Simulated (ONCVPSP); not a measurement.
## What one change does to a pseudopotential (hafnium (Hf), ONCV)

| Item | Value |
| --- | --- |
| Element | Hf |
| Generator | ONCVPSP 4.0.1 |
| Type | optimised norm-conserving Vanderbilt (ONCV) |
| Functional | PBEsol |
| Relativity | scalar-relativistic |
| Frozen core | [Kr] 4d10 4f14 |
| Valence charge | 12 |
| Reference configuration | 5s2 5p6 5d2 6s2 |
| Partial waves | 5s+6s: rc 2.20 bohr, ncon 5, nbas 10, qcut 5.8 1/bohr, 2 projectors; 5p: rc 2.05 bohr, ncon 4, nbas 7, qcut 8.5 1/bohr, 1 projector; 5d: rc 2.30 bohr, ncon 5, nbas 10, qcut 6.2 1/bohr, 2 projectors, debl 2.8 Ha |
| Local potential | polynomial inside 1.30 bohr (lpopt 5, dvloc0 4 Ha) |
| Core correction | Teter function, fcfact 2.75, rcfact 1.7 |

Change: all radii but the core radius scaled by about 0.83 (s 1.84, p 1.70, d 1.92 bohr); local potential polynomial inside 1.08 bohr (lpopt 5, dvloc0 4 Ha).

Cutoffs: the cutoffs (Ha) at which the residual kinetic energy of the hardest occupied pseudo-wave falls to 1 and 0.1 mHa per electron; they do not see the model core or the augmentation charge, which bear on the density cutoff. Errors are all-electron minus pseudo energies relative to the spin-unpolarised reference configuration.

Task: How do hardness, ghosts and transferability respond?

Result: The potential gets harder (18 Ha and 23 Ha → 23 Ha and 33 Ha); of the 3 tests that both files solve, the error grows in 0 and shrinks in 1 by more than 15 % and 0.3 meV (median size 16.1 → 12.8 meV); neither file shows a bound ghost. A smaller radius makes the pseudo-wave follow the all-electron one further in, where it bends more sharply, so more plane waves are needed.

| quantity | base | changed |
| --- | --- | --- |
| cutoff, loose | 18 Ha | 23 Ha |
| cutoff, tight | 23 Ha | 33 Ha |
| loose cutoff by channel | s 11 Ha, p 18 Ha, d 12 Ha | s 14 Ha, p 23 Ha, d 12 Ha |
| bound ghosts | none | none |
| GHOST(+) flags under 300 eV | none | s at 102.3 eV |
| tests with a reliable result | 3 of 4 | 3 of 4 |
| error for 5s2 5p6 5d2 6s1, meV [ΔE 8.01 eV] | -4.5 | -4.1 |
| error for 5s2 5p6 5d2 6s0, meV [ΔE 22.17 eV] | -16 | -13 |
| error for 5s2 5p6 5d1 6s2, meV [ΔE 6.54 eV] | -16 | -16 |
| rms error of d²Exc/dni dnj with the model core, mHa | 1.08 | 0.85 |
